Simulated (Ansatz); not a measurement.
Ansatz (a first-principles code) input (CCSD(T)/cc-pVTZ):

Ansatz 0.2 input:
```yaml
crystal:
  periodic: [false, false, false]
  atoms:
    - {symbol: B, position_ang: [-0.00000000, -0.00000000, -0.20551333]}
    - {symbol: H, position_ang: [0.00000000, 0.00000000, 1.02756663]}
basis:
  gaussian:
    orbitals: cc-pVTZ
magnetization: {spin_polarized: false}
correlation: {method: ccsd_t, electrons: outside_noble_gas}
```

Output:

```
Functional definition: HF
integrals: 0.01 GiB planned
253 factors; integrals over basis functions are off by at most 9.2e-4 eV
mean field: 0.05 GiB planned
mean field evaluation 1: about -683.4401 eV, gradient 7.5e0 eV
mean field evaluation 2: about -683.4395 eV, gradient 7.5e0 eV
mean field evaluation 4: about -683.8177 eV, gradient 5.2e-1 eV
mean field evaluation 8: about -683.8202 eV, gradient 2.6e-4 eV
mean field evaluation 16: about -683.8202 eV, gradient 1.2e-6 eV
mean field -683.82016093 eV, -25.1299274042 hartree, gradient 1.2e-6 eV, S^2 0.000000; 0 other end points of the search recorded, 0 dependent functions left out; unrestricted orbitals would lower it
1 core orbitals not correlated
reference -683.82016093 eV, -25.1299274042 hartree; 2, 2 occupied and 41, 41 virtual orbitals, 253 factors
second order -2.00044218 eV of doubles, -0.00000000 eV of singles
coupled cluster: 0.06 GiB planned
cycle   1  -2.40486766 eV  change   -4.0e-1 eV  update   6.3e-2
cycle   2  -2.66078778 eV  change   -2.6e-1 eV  update   3.3e-2
cycle   3  -2.68185659 eV  change   -2.1e-2 eV  update   1.0e-2
cycle   4  -2.68487630 eV  change   -3.0e-3 eV  update   3.0e-3
cycle   5  -2.68403917 eV  change    8.4e-4 eV  update   1.2e-3
cycle   6  -2.68424678 eV  change   -2.1e-4 eV  update   4.4e-4
cycle   7  -2.68451282 eV  change   -2.7e-4 eV  update   9.8e-5
cycle   8  -2.68444225 eV  change    7.1e-5 eV  update   2.2e-5
cycle   9  -2.68443837 eV  change    3.9e-6 eV  update   5.9e-6
cycle  10  -2.68444176 eV  change   -3.4e-6 eV  update   1.2e-6
perturbative correction -0.05534103 eV, -0.0020337452 hartree
Total energy: -686.55994371 eV, -25.2306125644 hartree
```
